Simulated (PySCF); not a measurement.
**Diatomic cations of O with group 15**

CCSD(T) with triple-zeta basis sets in PySCF, for the lowest determinant that a PBE0 search found; no spin–orbit coupling. De refers to high-spin ground-configuration atoms (the charge goes to the atom of lower measured ionisation energy or higher electron affinity, which is not always the lowest computed limit).

```
 M        basis  reference, frozen orbitals  charged atom  state (unpaired electrons)  Re (Å)  ωe (cm⁻¹)  De (eV)
 N  def2-TZVPPD                      RHF, 2            O+      singlet (closed shell)   1.068       2362    10.48
 P  def2-TZVPPD                      RHF, 6            P+      singlet (closed shell)   1.437       1391     7.97
As  def2-TZVPPD                     RHF, 10           As+      singlet (closed shell)   1.579       1093     6.47
Sb  def2-TZVPPD                      RHF, 5           Sb+      singlet (closed shell)   1.780        910     5.19
```

Question: By what factor does the harmonic wavenumber vary along the series?

Answer: At CCSD(T) it runs from 910 cm⁻¹ (SbO⁺) to 2362 cm⁻¹ (NO⁺), a factor of 2.60.

Down a group the atoms grow and get heavier, so bonds lengthen and wavenumbers fall; this series shows no clear exception.

Correlated steps freeze the inner cores (2 to 10 orbitals); shallow outer-core shells are correlated. These are scalar-relativistic numbers at best; spin–orbit coupling would shift them, the dissociation energy most. For an ion De counts to the pair picked by the measured ionisation energies or electron affinities, which need not be the lowest pair at this level. Where the molecule has an RHF reference, its open-shell atoms are computed with UHF. The CCSD T1 diagnostic is raised in AsO⁺, PO⁺, SbO⁺, a sign that a single reference may not be enough there.
